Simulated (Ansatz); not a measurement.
Mulliken charges of FH₄O₂Si₂ (`O[Si](F)O[SiH3]`) radical from B3LYP/def2-TZVPP in Ansatz (PBE0-D4/def2-TZVP geometry).

| atom | x (Å) | y (Å) | z (Å) | charge (e) |
| --- | --- | --- | --- | --- |
| O1 | -1.048 | 1.999 | 1.148 | -0.336 |
| Si2 | -0.902 | 0.377 | 1.030 | 0.581 |
| F3 | -0.072 | -0.189 | 2.277 | -0.308 |
| O4 | -0.075 | 0.102 | -0.326 | -0.325 |
| Si5 | 0.743 | -0.941 | -1.295 | 0.400 |
| H6 | -1.510 | 2.344 | 1.914 | 0.186 |
| H7 | 2.104 | -1.167 | -0.750 | -0.064 |
| H8 | 0.017 | -2.235 | -1.370 | -0.069 |
| H9 | 0.831 | -0.336 | -2.645 | -0.064 |

Question: By hand: the dipole of these point charges (1 e Å = 4.8032 D).

Answer: Σ q r = (-0.298, -0.118, -0.233) e Å, of length 0.396 e Å = 1.90 D.

Question: How does the dipole of the full density compare? (Best estimate.)

Answer: The calculation gave: (-0.205, 0.031, 0.024) e Å, 1.00 D; the point charges give 1.90 times that, at 51° from its direction.

Point charges leave out the atoms' own dipoles, such as those of lone pairs, and Mulliken's split depends on the basis, so the two needn't agree.

B3LYP here is the variant with VWN-RPA as its local correlation; programs differ in this.
